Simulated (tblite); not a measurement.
Compound: C6H5F2O2 (doublet state).
SMILES with atom numbers: `[CH:1]#[C:2][C@@H:3]1[CH2:4][O:5][C:6]([F:7])[O:8][C@@H:9]1[F:10]` (hydrogens: H11 on C1; H12 on C3; H13, H14 on C4; H15 on C9)

Cartesian coordinates in Å at the GFN2-xTB level; atoms count from 1:
```
atom  x, y, z in Å
C1     2.8965   -0.7329   -0.2347
C2     1.7775   -0.3165   -0.1699
C3     0.4115    0.1625   -0.0958
C4    -0.2048   -0.1065    1.2784
O5    -1.5906    0.2872    1.2969
C6    -2.2149    0.4675    0.1393
F7    -2.5454    1.7881   -0.0727
O8    -1.8094   -0.1029   -1.0185
C9    -0.4901   -0.5544   -1.1094
F10   -0.4722   -1.9040   -0.8540
H11    3.8828   -1.0860   -0.2891
H12    0.3793    1.2368   -0.3194
H13    0.2866    0.4691    2.0664
H14   -0.1425   -1.1752    1.5134
H15   -0.1686   -0.4363   -2.1529
```

Computed with GFN2-xTB (tblite): harmonic, unscaled wavenumbers at the GFN2-xTB geometry, gas phase. The method is semi-empirical: single wavenumbers can be off by several per cent or more. One conformer, not necessarily the lowest. Open shells enter through the occupations alone, without spin polarisation, and single modes of such species can be off by tens of per cent.

Harmonic wavenumbers (cm⁻¹): 55.4, 69.7, 117.3, 127.3, 221.8, 305.9, 344.4, 408.2, 411.1, 456.6, 480.7, 559.3, 607.2, 669.9, 675.1, 725.0, 855.5, 911.4, 952.2, 958.6, 991.6, 1029.5, 1067.3, 1076.4, 1096.8, 1152.2, 1192.1, 1238.3, 1249.4, 1276.5, 1289.2, 1327.0, 1457.7, 2297.0, 2916.2, 2920.2, 2942.3, 2970.4, 3399.3.

A = 2564, B = 987.3, C = 868.2 MHz; mass 147.026 u (most abundant isotopes); point group C1, symmetry number 1; spin multiplicity 2.

Q: Zero-point energy?

A: ½Σν̃ = 21401 cm⁻¹ = 256.01 kJ/mol.

Q: Give the ideal-gas entropy at 350 K and 1 bar in the rigid-rotor, harmonic-oscillator model (classical rotation).

A: Translation 174.43, rotation 124.89, vibration 128.47, spin (R ln 2) 5.76: S = 433.5 J/(mol K).

Q: And Cp and H(350 K) − H(0)?

A: Cp = 169.61 J/(mol K), of which vibrations give 136.35 (their classical limit is 39 R = 324.3); H(350 K) − H(0) = 35.44 kJ/mol without the zero-point energy, 23.80 from vibrations.

Q: Which modes carry the vibrational entropy at 350 K?

A: 55.4 cm⁻¹: 20.63; 69.7 cm⁻¹: 18.74; 117.3 cm⁻¹: 14.46; 127.3 cm⁻¹: 13.79; 221.8 cm⁻¹: 9.36; 305.9 cm⁻¹: 6.94 J/(mol K); the other 33 give 44.55 together.

Q: What must be added to the electronic energy to get the Gibbs energy at 350 K and 1 bar?

A: ZPE + [H(350 K) − H(0)] − T·S = 256.01 + 35.44 − 151.74 = 139.71 kJ/mol.

Q: Blend soft modes into free rotors: weight 1/[1 + (100 cm⁻¹/ν̃)⁴] for the oscillator and the rest for a rotor with moment μB/(μ + B), μ = h/(8π²ν), B = 10⁻⁴⁴ kg m². What vibrational entropy results?

A: 118.22 J/(mol K) in place of 128.47, which changes −T·S at 350 K by +3.59 kJ/mol.

Q: How do the functions run with temperature in this model?

A: 
| T (K) | S (J/(mol K)) | Cp (J/(mol K)) | H − H(0) (kJ/mol) | G − H(0) (kJ/mol) | ln q(vib) |
| --- | --- | --- | --- | --- | --- |
| 50 | 251.8 | 53.2 | 2.06 | -10.54 | 0.43 |
| 100 | 294.6 | 71.9 | 5.19 | -24.27 | 1.51 |
| 298.15 | 407.9 | 150.2 | 27.14 | -94.48 | 6.06 |
| 373.15 | 444.7 | 177.7 | 39.46 | -126.47 | 7.81 |
| 500 | 502.2 | 215.1 | 64.50 | -186.58 | 10.76 |
| 750 | 599.2 | 262.1 | 124.73 | -324.68 | 16.32 |
| 1000 | 678.7 | 289.8 | 194.00 | -484.73 | 21.41 |

q(vib) and H(0) count from the zero-point level.

Hindered rotation and anharmonicity are outside this model. Other conformers, if any are populated, would add a mixing term that is left out. The structure is chiral; the term R ln 2 for an equal mix with its mirror image is left out.

On an Arm Neoverse V2 with one thread, on a shared host, this took 0.42 s of wall time. The figure is for the frequency step alone.
